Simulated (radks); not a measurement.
Isoelectronic series with 28 electrons, each ion in its NIST ground configuration. Method: scalar-relativistic Kohn-Sham, BLYP, spin-unpolarised, spherical densities, finite nucleus; Fermi nuclear charge, rms radius of each element as measured or else 0.836 A^(1/3) + 0.57 fm; computed with a radial shooting solver on a logarithmic mesh with Libxc functionals. Total energies (hartree) and mean radii <r> (bohr) (* marks an orbital that is empty in some or all of the ions):

ion   configuration  E (hartree)    4s*      3d      3p      3s
Ni     [Ar] 3d8 4s2  -1520.88125  2.806   1.012  0.7785  0.7400
Cu+       [Ar] 3d10  -1654.89763  2.592   1.018  0.7503  0.7126
Zn2+      [Ar] 3d10  -1795.33371  2.222  0.8824  0.7138  0.6816
Ga3+      [Ar] 3d10  -1942.16801  1.965  0.7888  0.6787  0.6519
Ge4+      [Ar] 3d10  -2095.38494  1.773  0.7179  0.6456  0.6238
As5+      [Ar] 3d10  -2254.98337  1.621  0.6615  0.6149  0.5973
Se6+      [Ar] 3d10  -2420.96962  1.497  0.6149  0.5865  0.5725
Br7+      [Ar] 3d10  -2593.35618  1.393  0.5754  0.5603  0.5493
Kr8+      [Ar] 3d10  -2772.15883  1.305  0.5414  0.5362  0.5277
